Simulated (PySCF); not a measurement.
C5H10O2.
SMILES with atom numbers: `[CH3:1][O:2][C@H:3]1[CH2:4][CH2:5][CH2:6][O:7]1` (hydrogens: H8, H9, H10 on C1; H11 on C3; H12, H13 on C4; H14, H15 on C5; H16, H17 on C6)

Cartesian coordinates in Å at the GFN2-xTB level; atoms count from 1:
```
atom  x, y, z in Å
C1     2.4051   -0.2424    0.7796
O2     1.1727   -0.7879    0.3665
C3     0.4266    0.0650   -0.4605
C4    -0.8656   -0.6587   -0.8390
C5    -1.7418   -0.3425    0.3718
C6    -1.2558    1.0540    0.7797
O7     0.0304    1.2395    0.1946
H8     2.2568    0.6902    1.3320
H9     3.0499   -0.0447   -0.0854
H10    2.8681   -0.9864    1.4242
H11    1.0411    0.3745   -1.3231
H12   -1.2760   -0.2236   -1.7496
H13   -0.6903   -1.7214   -0.9781
H14   -1.5384   -1.0591    1.1666
H15   -2.8045   -0.3536    0.1417
H16   -1.1781    1.1650    1.8654
H17   -1.9071    1.8442    0.3901
```

The calculation used TDDFT PBE0/def2-SVPD, vertical, gas phase, core orbitals frozen in the response (PySCF).

Predict the UV-vis stick spectrum at this level.

```csv
state,λ (nm),E (eV),f,"main configurations (H = HOMO, L = LUMO)"
S1,173.5,7.15,0.0000,H→L (95%)
S2,166.0,7.47,0.021,H-1→L (85%)
S3,158.2,7.84,0.0004,H→L+1 (87%)
S4,156.5,7.92,0.0034,H→L+2 (93%)
S5,152.6,8.13,0.025,H-1→L+1 (89%)
S6,151.6,8.18,0.012,H→L+3 (85%)
```

Triplets (Tamm–Dancoff): T1 7.04 eV, H→L (93%); T2 7.31 eV, H-1→L (80%).

The lowest singlet lies at 7.15 eV (174 nm, vacuum ultraviolet) and is dark (f under 0.0005); its leading configuration is HOMO→LUMO (95%). The strongest level in the table is S5 at 8.13 eV (153 nm, f = 0.025). Löwdin shares by element: HOMO oxygen 69%, carbon 7% or more, hydrogen 5% or more (atoms not listed hold the other 19%); LUMO carbon 40% or more (atoms not listed hold the other 60%). Orbital energies (eV): HOMO-3 -9.59, HOMO-2 -8.84, HOMO-1 -7.88, HOMO -7.56, LUMO 0.73, LUMO+1 1.28, LUMO+2 1.46. Weighted by f, the mean energy of these states is 7.90 eV. The oscillator strengths of these states sum to 0.061; summed over the whole spectrum of an exact calculation they would give the number of electrons, 56 (Thomas–Reiche–Kuhn). The window holds the lowest 6 singlets.

One conformer stands for the species.

Without π bonds the low states may be Rydberg-like; a valence basis with one diffuse set may place them up to an eV too high.
